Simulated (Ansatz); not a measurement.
`BB[SiH3]` + `BO[SiH2]F` → `BO[SiH2]B` + `FB[SiH3]`  (redistribution)

Gas-phase electronic energies from Ansatz, PBE0-D4/def2-TZVP geometries. CCSD(T)/CBS adds triple-zeta CCSD(T) − MP2 to the extrapolated MP2 energy (def2 sets, frozen cores). Functionals use def2-TZVPP. Each species was taken in one conformer, which may not be the lowest.

CCSD(T)/CBS gives +0.55 eV.

Question: Another level gave +0.55 eV. Which?
A. BHLYP/def2-TZVPP
B. r2SCAN0/def2-TZVPP
C. revPBE-D4/def2-TZVPP
D. B97M-V/def2-TZVPP

Answer: A. BHLYP 0.55, revPBE-D4 0.48, r2SCAN0 0.60, B97M-V 0.65 eV.

Question: What do rigid-rotor, harmonic-oscillator terms from PBE0-D4/def2-TZVP frequencies (298.15 K, 1 bar) make of the CCSD(T)/CBS value? (An estimate is asked.)

Answer: The calculation gave: ΔZPE = 0.00 eV, ΔH = +0.55 eV, ΔS = 2 J/(mol·K), ΔG = +0.54 eV.

Largest T1 diagnostic among the species: 0.015.

Leaving LDA and LC-ωPBE aside and taking each functional with its dispersion term where it has one, the values spread over 0.17 eV, from revPBE-D4 to B97M-V. LDA lies +0.04 eV from PBE without D4. At CCSD(T), def2-SVP lies −0.37 eV from the extrapolated value and def2-TZVPP −0.06 eV. From BLYP to BHLYP (50 % exact exchange), in def2-TZVPP and without D4, ΔE moves by +0.05 eV.
